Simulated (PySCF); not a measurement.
**C₆ coefficients of unlike pairs at B3LYP**

Calculated with PySCF 2.14 from the dipole response of each species, C₆(A,B) = (3/π) ∫ α_A(iu) α_B(iu) du, in atomic units, from isotropic polarisabilities. For ions this is the dispersion term alone; charge-induced terms of lower order in 1/R come first.

```json
{"species": "Cs⁺", "configuration": "[Xe] (1S)", "basis": "aug-cc-pVQZ-X2C (10s9p7d4f2g)", "relativity": "spin-free X2C", "α (bohr³)": "15.92", "C₆ (like pair)": "135.2"}
{"species": "Rb", "configuration": "[Kr] 5s1 (2S)", "basis": "x2c-TZVPPall with one added diffuse shell each of s, p, d, f type (9s7p7d3f1g)", "relativity": "spin-free X2C", "α (bohr³)": "305.8", "C₆ (like pair)": "4403"}
{"species": "Ba", "configuration": "[Xe] 6s2 (1S)", "basis": "aug-cc-pVQZ-X2C (10s9p7d4f2g)", "relativity": "spin-free X2C", "α (bohr³)": "251.5", "C₆ (like pair)": "4785"}
{"species": "Ru³⁺", "configuration": "[Kr] 4d5 (6S)", "basis": "def2-QZVPPD with the def2 core potential (28 electrons) (7s5p4d4f2g)", "relativity": "core potential", "α (bohr³)": "4.994", "C₆ (like pair)": "22.75"}
```

Problem. Estimate C₆ for Ru³⁺ with Rb.

Solution. The integral gives 159.0. The combination rule 2 C_A C_B / (C_A α_B/α_A + C_B α_A/α_B) gives 136.7 and the geometric mean 316.5.

No spin-orbit coupling is included.

The other pairs:

| pair | C₆ |
| --- | --- |
| Ba, Cs⁺ | 573.6 |
| Ba, Rb | 4479 |
| Ru³⁺, Ba | 196.1 |
| Ru³⁺, Cs⁺ | 53.41 |
| Rb, Cs⁺ | 470.8 |
